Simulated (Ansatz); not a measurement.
Geometry optimisation, Ansatz 0.2.0, RHF/def2-SVP.

The input (input.yaml):

```yaml
crystal:
  periodic: [false, false, false]
  atoms:
    - { symbol: Hf, position_ang: [0.151364, 0.600444, -0.461079] }
    - { symbol: "N", position_ang: [0.16103, 0.066963, 2.890765] }
    - { symbol: H, position_ang: [-0.753103, -0.01547, 3.300576] }
    - { symbol: H, position_ang: [0.771351, -0.561432, 3.385012] }
    - { symbol: F, position_ang: [1.712139, -0.023189, -1.337377] }
    - { symbol: Cl, position_ang: [-1.242697, 1.561783, -2.105664] }
    - { symbol: F, position_ang: [-0.804763, -0.975992, 0.011972] }
    - { symbol: Cl, position_ang: [0.870704, 2.512533, 0.957747] }
    - { symbol: H, position_ang: [0.495475, 1.028061, 3.040048] }
basis:
  gaussian: { orbitals: def2-SVP }
hamiltonian:
  xc: hf
relax:
  f_tol: 0.03
  max_steps: 50
```

Run as:

```bash
$ ansatz run input.yaml --threads 2 --pin off --max-ram 3072MiB --backend cpu --events-out ev --progress --plain --runs-dir out
```

**Question.** Where does it end, and by what steps?

**Answer.** It converged. The force dipped under the threshold on the way, but the program's further checks kept it going. After 22 steps the energy has fallen by 1.086 eV; F5 moved furthest, 1.22 Å. Joined: Hf1–N2 (3.39 → 2.44 Å).

```tsv
step	energy less start (eV)	largest force component (eV/Å)	accepted
0	0.0000	1.091	yes
1	-0.2063	1.130	yes
2	-0.4466	1.156	yes
3	-0.7100	0.999	yes
4	-0.7922	0.579	yes
5	-0.7854	0.670	no
6	-0.8327	0.231	yes
7	-0.8686	0.161	yes
8	-0.9161	0.427	yes
9	-0.9759	0.602	yes
10	-1.0502	0.288	yes
11	-1.0611	0.294	yes
12	-1.0796	0.180	yes
13	-1.0217	1.396	no
14	-1.0842	0.135	yes
15	-1.0855	0.013	yes
16	-1.0852	0.134	no
17	-1.0857	0.018	yes
18	-1.0857	0.106	no
19	-1.0859	0.026	yes
20	-1.0860	0.059	yes
21	-1.0850	0.141	no
22	-1.0863	0.002	yes
```

```xyz
9
Properties=species:S:1:pos:R:3
Hf -0.061 0.721 0.069
N 0.432 0.065 2.364
H -0.352 0.207 2.982
H 0.663 -0.917 2.402
F 1.675 -0.081 -0.124
Cl -0.532 1.152 -2.238
F -1.531 -0.453 0.461
Cl -0.147 2.934 1.009
H 1.215 0.566 2.756
```

Whether the end is a true minimum wasn't checked by a vibrational analysis.

Time of the run: 58 s on 2 threads of Arm Neoverse V2, with other jobs on the host, peak memory 0.3 GiB.
